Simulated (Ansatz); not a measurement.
Basis-set extrapolation for `NB(O)O` (PBE0-D4/def2-TZVP geometry, frozen core, Ansatz 0.2.0). Multiplicity 1, RHF reference.

```
                     cc-pV(T+d)Z  cc-pV(Q+d)Z
                 HF  -231.444573  -231.463326
    MP2 correlation    -0.792980    -0.853689
CCSD(T) correlation    -0.836810    -0.893550
```

Energies in hartree. Use E(X) = E(∞) + A·exp(−5.46·√X) for Hartree–Fock and E(X) = E(∞) + B·X^(−3.05) for correlation, with X = 3 and 4.

What is the CCSD(T) energy at the basis-set limit?

HF limit: -231.463326 + (-0.018753) × 0.30130 = -231.46898. Correlation limit: -0.893550 + (-0.056740) × 0.71189 = -0.93394. Total: -232.40292 hartree, 319.1 kJ/mol below CCSD(T)/cc-pV(T+d)Z.
